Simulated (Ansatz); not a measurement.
# Ligand exchange: Sc(CH3)2F + B(CH3)2(NH2) → Sc(CH3)2(NH2) + B(CH3)2F

Gas-phase species: Sc(CH3)2F, singlet; B(CH3)2(NH2), singlet; Sc(CH3)2(NH2), singlet; B(CH3)2F, singlet. The partners trade F for NH2: Sc–F and B–NH2 bonds give way to Sc–NH2 and B–F.

Shapes, held fixed at every level: PBE0-D4/def2-TZVP. Flexible molecules stand in one conformer, not always the lowest. Programs: Ansatz 0.2.0. Electronic energies: no zero-point or thermal term.

```
               level                    kind  ΔE (kJ/mol)  less CCSD(T)/def2-TZVPP  CPU time (sum over the molecules)
       HF/def2-TZVPP            Hartree–Fock        +98.7                     -6.0                                  –
    SPW92/def2-TZVPP                     LDA       +111.0                     +6.3                               20 s
   PBE-D4/def2-TZVPP                     GGA       +109.5                     +4.8                               34 s
r2SCAN-D4/def2-TZVPP                meta-GGA       +106.9                     +2.2                               63 s
  wB97M-V/def2-TZVPP  range-separated hybrid       +107.5                     +2.8                            2.5 min
   B2PLYP/def2-TZVPP           double hybrid       +106.5                     +1.8                               70 s
  CCSD(T)/def2-TZVPP   coupled cluster or CI       +104.7                      0.0                                  –
```

The highest level, CCSD(T)/def2-TZVPP, gives ΔE = +104.7 kJ/mol; the levels span +98.7 to +111.0. The column of differences is taken from that level and isn't an error. No measured value is set beside it here. Outer-core shells of Sc are correlated, in sets that cover them unevenly. Times are processor times on shared x86 and Arm servers, and rough.
